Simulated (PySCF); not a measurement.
H₄FGeN (SMILES [NH2][GeH2][F]), singlet, at a GFN2-xTB geometry.

PySCF was given this input:
```python
from pyscf import gto, scf, dft
from pyscf.prop import polarizability

mol = gto.Mole()
mol.atom = '''
    Ge   -0.169999    0.269505    0.177835
    N     1.571171   -0.076907   -0.098983
    F    -0.927880   -1.019059   -0.704473
    H    -0.562576    1.527371   -0.528717
    H    -0.761361    0.095612    1.554522
    H     1.852847   -1.044831   -0.026174
    H     2.263771    0.507563    0.342808
'''
mol.basis = 'def2-svp'
mol.charge = 0
mol.spin = 0
mol.verbose = 3
mol.build()

mf = dft.RKS(mol)
mf.xc = 'camb3lyp'
mf.kernel()
alpha = mf.Polarizability().polarizability()[2, 2]
print('alpha_zz =', alpha)
```

Question: Predict the total energy from PySCF with CAMB3LYP/def2-SVP, polarisability.

Answer: -2233.725667 Ha

Question: What is the computed nuclear repulsion energy (CAMB3LYP/def2-SVP, polarisability)?

Answer: 220.2593 Eh

Question: What is the computed HOMO-LUMO gap (CAMB3LYP/def2-SVP, polarisability)?

Answer: 10.35 eV

Question: Predict the polarisability along z from CAMB3LYP/def2-SVP, polarisability.

Answer: 28.4 bohr³

Question: What is the computed number of basis functions (CAMB3LYP/def2-SVP, polarisability)?

Answer: 80

Question: Predict the Mulliken (on the basis functions themselves) charges in atom order from CAMB3LYP/def2-SVP, polarisability.

Answer: Ge1 0.75, N2 -0.35, F3 -0.40, H4 -0.11, H5 -0.13, H6 0.13, H7 0.12
